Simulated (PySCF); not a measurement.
# Fractional electron number in Ag²⁺ (silver, charge +2)

The 4d beta orbital of [Kr] 4d9 is emptied in steps (occupation f), with all orbitals relaxed, ending at [Kr] 4d8. Calculation: PySCF 2.14, in def2-TZVPPD with the def2 core potential (28 electrons) (6s4p3d2f1g, 56 functions); scalar relativity through the core potential. The exact energy is a straight line in f; departures are measured from the line between the end points of the same method.

```
  f  PBE0 (eV)  r2SCAN (eV)  LC-wPBE (eV)
  1      0.000        0.000         0.000
0.8     -0.768       -1.042        -0.313
0.6     -1.156       -1.561        -0.471
0.4     -1.158       -1.559        -0.473
0.2     -0.773       -1.037        -0.316
  0      0.000        0.000         0.000
```

For PBE0, how does the orbital energy at f = 1 compare with the removal energy?

−ε = 30.030 eV against a total-energy difference of 34.815 eV. By Janak's theorem ε = ∂E/∂f, so the gap between them reflects the curvature. Along the path −ε is 31.922 (f = 0.8), 33.838 (f = 0.6), 35.769 (f = 0.4), 37.710 (f = 0.2) eV.

```csv
method,E(f=0) − E(f=1) (eV),−ε at f=1 (eV),−ε at f=0.4 (eV)
PBE0,34.815,30.030,35.769
r2SCAN,34.577,28.068,35.891
LC-wPBE,34.814,32.874,35.200
```

Reference removal energy between the ground levels: 34.8 ± 0.3 eV (semi-empirical (NIST evaluation); NIST Atomic Spectra Database, ionization energies). The calculation has no spin-orbit coupling. The determinant left behind need not be the lowest term of the ion.
